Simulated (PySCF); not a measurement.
Pb(I)(OH) (HIOPb), SMILES [OH][Pb][I] (connectivity only; charge and spin as stated), neutral, multiplicity 1. Atoms are numbered in the order given.

```xyz
4

Pb     0.2430     1.0123     0.0000
I     -0.0621    -1.8322     0.0000
O     -1.8292     1.4601     0.0000
H     -2.0040     2.4141     0.0000
```

The structure is a stationary point at B3LYP-D3(BJ)/def2-SVP. The def2 effective core potentials stand for the cores of I, Pb; spin–orbit coupling is left out. One conformer was computed; it need not be the lowest.

These are TDA-B3LYP/def2-SVPD (PySCF 2.14.0) values and carry that method's errors.

Vertical excitations. The molecule is in vacuum. State labels are in the subgroup Cs.

Computed excitation energies, oscillator strengths and character:
| state | symmetry | energy (eV) | λ (nm) | f | main pairs |
|---|---|---|---|---|---|
| S1 | A" | 2.90 | 427 | 0.001 | HOMO→LUMO 100 % |
| S2 | A" | 3.43 | 361 | 0.010 | HOMO−2→LUMO 99 % |
| S3 | A' | 3.44 | 361 | 0.027 | HOMO−1→LUMO 91 % |
| S4 | A' | 4.38 | 283 | 0.008 | HOMO→LUMO+1 95 % |
| S5 | A" | 4.53 | 274 | 0.002 | HOMO−1→LUMO+1 97 % |
| S6 | A" | 4.65 | 267 | 0.003 | HOMO−4→LUMO 97 % |
| S7 | A' | 4.73 | 262 | 0.005 | HOMO−3→LUMO 76 % |
| S8 | A' | 5.08 | 244 | 0.034 | HOMO→LUMO+2 64 %, HOMO−2→LUMO+1 25 % |
| S9 | A" | 5.18 | 239 | 0.001 | HOMO−1→LUMO+2 99 % |
| S10 | A' | 5.66 | 219 | 0.295 | HOMO−2→LUMO+1 30 %, HOMO−2→LUMO+2 21 %, HOMO→LUMO+2 17 %, HOMO−4→LUMO+1 12 % |
| T1 | A" | 2.73 | 454 | 0 | HOMO→LUMO 83 %, HOMO−2→LUMO 16 % |
| T2 | A' | 2.87 | 432 | 0 | HOMO−1→LUMO 99 % |
| T3 | A" | 3.00 | 413 | 0 | HOMO−2→LUMO 83 %, HOMO→LUMO 17 % |
| T4 | A' | 3.81 | 325 | 0 | HOMO−3→LUMO 99 % |
Triplets are in the Tamm–Dancoff approximation.
